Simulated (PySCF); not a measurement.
Molecule: `COB(C#C)O`, C3H5BO2.

Cartesian coordinates in Å; atom numbers follow the order of the lines, from 1:
```xyz
11

C     2.2640   -0.9174    0.2796
C     1.4117   -0.0862    0.1157
B     0.2862    0.9364   -0.1016
O     0.5954    2.2512   -0.1372
O    -1.0200    0.5882   -0.2570
C    -1.4957   -0.7325   -0.2553
H     3.0245   -1.6298    0.4234
H    -0.1640    2.8178   -0.2748
H    -0.8041   -1.4079    0.2545
H    -2.4623   -0.7428    0.2523
H    -1.6302   -1.0743   -1.2855
```

Frames of a GFN2-xTB Langevin trajectory at 600 K; GIAO PBE0/pcSseg-1 shieldings in PySCF 2.14.0 with density-fitted response routines, gas phase, non-relativistic; equivalent atoms averaged within each frame.

δ = σ(ref) − σ, references computed at the same level: TMS for ¹³C (186.93 ppm), ¹H (31.72 ppm); ¹¹B (100.07 ppm) vs BF3·OEt2; H2O for ¹⁷O (336.08 ppm). The references are static minima.

Q: How do the shifts (ppm) fluctuate along the trajectory?

A: 
| time (fs) | C1 | C2 | C6 | B3 | O4 | O5 | H9/H10/H11 | H8 | H7 |
| --- | --- | --- | --- | --- | --- | --- | --- | --- | --- |
| optimised geometry | 99.1 | 86.0 | 56.3 | 18.9 | 126.4 | 111.4 | 4.08 | 4.12 | 1.99 |
| 250 | 109.2 | 91.2 | 63.5 | 20.9 | 128.6 | 121.8 | 5.50 | 3.61 | 0.91 |
| 425 | 107.2 | 94.2 | 56.9 | 21.3 | 113.2 | 113.8 | 3.75 | 4.06 | 3.77 |
| 625 | 103.7 | 87.7 | 55.7 | 21.0 | 146.6 | 114.7 | 3.79 | 4.33 | 1.44 |
| 800 | 105.8 | 85.0 | 63.5 | 21.2 | 121.5 | 153.4 | 4.71 | 5.52 | 4.54 |
| 1000 | 105.1 | 91.8 | 63.0 | 17.0 | 122.5 | 99.8 | 4.42 | 2.43 | 1.29 |
| mean of frames | 106.2 | 90.0 | 60.5 | 20.3 | 126.5 | 120.7 | 4.43 | 3.99 | 2.39 |
| standard deviation | 2.1 | 3.7 | 3.9 | 1.8 | 12.5 | 19.9 | 0.72 | 1.12 | 1.64 |

5 frames give an uncertainty of the mean of about the standard deviation over 2.2 at best, since frames this close in time may not be independent; classical motion lacks zero-point vibration, and the reference would need the same averaging.
